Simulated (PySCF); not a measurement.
C4H4F2. Atoms are numbered in the order given.

```xyz
10

F      0.5083    -2.4568     0.0000
C     -0.6120    -1.7384     0.0000
C     -0.6022    -0.4017     0.0000
C      0.6022     0.4017     0.0000
C      0.6120     1.7384     0.0000
F     -0.5083     2.4568     0.0000
H     -1.5134    -2.3564     0.0000
H     -1.5704     0.1032     0.0000
H      1.5704    -0.1032     0.0000
H      1.5134     2.3564     0.0000
```
Charge 0, spin multiplicity 1.

Coordinates come from a PBE0-D3(BJ)/def2-SVP optimisation. Other conformers were not sampled.

Level of theory: HF/pcSseg-1 (PySCF).

GIAO shieldings, no solvent; atoms alike by connectivity are averaged. δ = σ(ref) − σ: ¹⁹F against CFCl3 (σ = 238.5 ppm); ¹³C against TMS (σ = 192.6 ppm); ¹H against TMS (σ = 31.99 ppm), references at their B3LYP-D3(BJ)/def2-TZVP geometries, non-relativistic.

```
nucleus    atoms  count  δ (ppm)
-------  -------  -----  -------
¹⁹F       F1, F6      2   -111.9
¹³C       C2, C5      2    155.0
¹³C       C3, C4      2    110.5
¹H       H7, H10      2     6.85
¹H        H8, H9      2     6.18
```
